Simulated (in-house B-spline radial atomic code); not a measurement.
Settings and results of a run for Tl. Computed with a B-spline radial code for spherical atoms: Dirac-Kohn-Sham OLYP, spherical fractional occupations, Fermi nucleus of rms radius 5.4759 fm.

Command:
```bash
python run_scf.py task.json out
```
Settings (nuclear radius in fm, mass in u):
```
Z                81
configuration    [Xe] 4f14 5d10 6s2 6p1
hamiltonian      dirac
method           optx,lyp
spin_polarised   False
nucleus          fermi
rms_radius       5.4759
atomic_mass      204.97443
speed_of_light   137.035999084
```

Output (hartree, bohr):
```
 radial grid: 77 intervals, B-splines of order 8, outer radius 50 bohr

 iter        energy (Eh)    residual
    1      -20288.892349    8.28e-01
    2      -20286.374312    2.80e-01
    3      -20290.113343    9.91e-02
    4      -20290.561206    2.71e-02
    5      -20290.539674    3.92e-02
    6      -20290.582029    1.84e-03
    7      -20290.582211    1.14e-03
    8      -20290.582293    9.31e-05
    9      -20290.582294    6.26e-06
   10      -20290.582294    4.43e-07

 total energy                    -20290.58229
 kinetic                           23489.7790
 electron-nucleus                 -51251.2289
 Hartree                            7859.9943
 exchange-correlation               -389.1267

 first-order corrections (not in the total)
   Gaunt                            26.5415
   retardation                      -2.8170
   frequency dependence             -0.5227
   self-energy                      19.9836
   Uehling                          -4.1775
   Wichmann-Kroll                    0.1890
   recoil                            0.0325

 orbital      occ     eigenvalue          <r>       <r^2>       <1/r>     <1/r^2>     <1/r^3>       r_max    small
 1s1/2      2.000     -3139.3289     0.016325  0.00036917     99.3417       24807           -     0.01003  9.51e-02
 2s1/2      2.000      -558.8063    0.0680788  0.00555012     24.5229     3570.86           -     0.05837  2.19e-02
 2p1/2      2.000      -536.6350    0.0558912   0.0039115     24.4875        1128           -     0.04279  2.20e-02
 2p3/2      4.000      -460.7511    0.0646811  0.00509448     19.6882     530.434     22442.1     0.05039  1.94e-02
 3s1/2      2.000      -133.4199      0.17701   0.0359826     8.99808     820.293           -      0.1642  7.35e-03
 3p1/2      2.000      -123.3761     0.167373   0.0327175     8.91391     265.076           -       0.153  7.30e-03
 3p3/2      4.000      -106.4996     0.183443   0.0390763     7.65928     126.529     5270.76      0.1684  6.55e-03
 3d3/2      4.000       -89.8679     0.159437    0.029841     7.56101     71.7673     923.332      0.1308  6.44e-03
 3d5/2      6.000       -86.2585     0.164318   0.0315666      7.2792     65.3743     757.782       0.135  6.24e-03
 4s1/2      2.000       -29.7847     0.391443    0.173134     3.81892     212.588           -      0.3694  2.52e-03
 4p1/2      2.000       -25.4488     0.392922    0.175848     3.71073     67.5417           -       0.367  2.43e-03
 4p3/2      4.000       -21.3399     0.427286    0.207559     3.27543     32.4046     1293.65      0.3985  2.14e-03
 4d3/2      4.000       -14.2476     0.432967    0.216677     3.07797     17.2223     204.062      0.3901  1.94e-03
 4d5/2      6.000       -13.4797     0.444078    0.227727     2.97893     15.6606     163.591      0.3996  1.86e-03
 5s1/2      2.000        -4.8104     0.877449    0.863473     1.57256      45.081           -      0.8086  6.63e-04
 5p1/2      2.000        -3.3525     0.940865    0.999362      1.4482     13.1299           -      0.8497  5.77e-04
 5p3/2      4.000        -2.6067      1.03521     1.21102     1.28701     6.27311     229.838      0.9279  4.85e-04
 4f5/2      6.000        -4.3110     0.463579    0.258315     2.62935     8.56866     35.3951      0.3551  1.50e-03
 4f7/2      8.000        -4.1410     0.470073    0.265596     2.59119     8.30445     33.5628      0.3597  1.47e-03
 5d3/2      4.000        -0.6242      1.35099     2.14137    0.977903     2.29876     22.4499       1.094  2.91e-04
 5d5/2      6.000        -0.5424      1.40678     2.32996    0.937359     2.04398      17.315       1.129  2.70e-04
 6s1/2      2.000        -0.3425      2.46461     6.95024    0.521513     4.95004           -       2.063  8.59e-05
 6p1/2      0.333        -0.1060      3.46903      14.434    0.374522    0.840634           -        2.59  4.20e-05
 6p3/2      0.667        -0.0687       4.2779      22.285    0.304619    0.338699     9.89235       3.045  2.69e-05
```

Cost of the run: 1.8 s on 1 thread of AMD EPYC 9R45 96-Core Processor (shared host).

For the Dirac Hamiltonian the kinetic term is c α·p + (β - 1)c².
